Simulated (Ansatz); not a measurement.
Relaxation of a periodic cell of 20 atoms, HC18F (surface graphene monolayer, adsorbate HF), to a largest force component of 0.03 eV/Å in at most 60 steps.

Level of theory: Ansatz, DFT PBE-D3(BJ), scalar-relativistic, plane waves, PAW. Settings: cutoff 420 eV, k mesh 2x2x1, gaussian smearing 0.02 eV, no spin polarisation.

```xyz
20
Lattice="7.3980 0.0000 0.0000 -3.6990 6.4069 0.0000 0.0000 0.0000 13.0000" Properties=species:S:1:pos:R:3
C 0.000 0.000 1.000
C 1.233 0.712 1.000
C -1.233 2.136 1.000
C 0.000 2.847 1.000
C -2.466 4.271 1.000
C -1.233 4.983 1.000
C 2.466 0.000 1.000
C 3.699 0.712 1.000
C 1.233 2.136 1.000
C 2.466 2.847 1.000
C 0.000 4.271 1.000
C 1.233 4.983 1.000
C 4.932 0.000 1.000
C 6.165 0.712 1.000
C 3.699 2.136 1.000
C 4.932 2.847 1.000
C 2.466 4.271 1.000
C 3.699 4.983 1.000
F 2.466 0.475 2.280
H 0.000 0.949 1.560
```

Task: Where does it end, and by what steps?

Result: The forces met the threshold. The force dipped under the threshold on the way, but the program's further checks kept it going. Limits of this set-up: coarse k mesh, slab without dipole correction. After 11 steps the energy has fallen by 6.104 eV; H20 moved furthest, 1.16 Å. The start is strongly strained (largest force component 12 eV/Å).

```csv
step,energy less start (eV),largest force component (eV/Å),accepted
0,0.0000,12.448,yes
1,-2.7643,6.349,yes
2,-4.4574,2.040,yes
3,-5.1309,1.533,yes
4,-5.5695,1.196,yes
5,-5.8751,0.693,yes
6,-6.0226,0.433,yes
7,-6.0826,0.802,yes
8,-6.0984,0.290,yes
9,-6.1040,0.101,yes
10,-6.1044,0.019,yes
11,-6.1044,0.020,yes
```

```xyz
20
Lattice="7.3980 0.0000 0.0000 -3.6990 6.4069 0.0000 0.0000 0.0000 13.0000" Properties=species:S:1:pos:R:3
C -0.004 0.077 1.173
C 1.251 0.812 0.967
C -1.243 2.211 0.850
C 0.000 2.920 0.848
C -2.468 4.346 0.869
C -1.235 5.049 0.937
C 2.476 0.079 1.208
C 3.707 0.796 0.928
C 1.240 2.202 0.865
C 2.472 2.920 0.857
C -0.001 4.344 0.882
C 1.235 5.054 0.914
C 4.923 0.082 0.908
C 6.134 0.801 0.919
C 3.700 2.206 0.856
C 4.926 2.919 0.816
C 2.467 4.337 0.892
C 3.699 5.026 0.934
F 2.451 0.032 2.913
H 0.028 0.059 2.306
```

Whether the end is a true minimum wasn't checked by a vibrational analysis.

Run time: 98 s on 1 thread of Arm Neoverse V1, with other jobs on the host, peak memory 0.68 GiB.
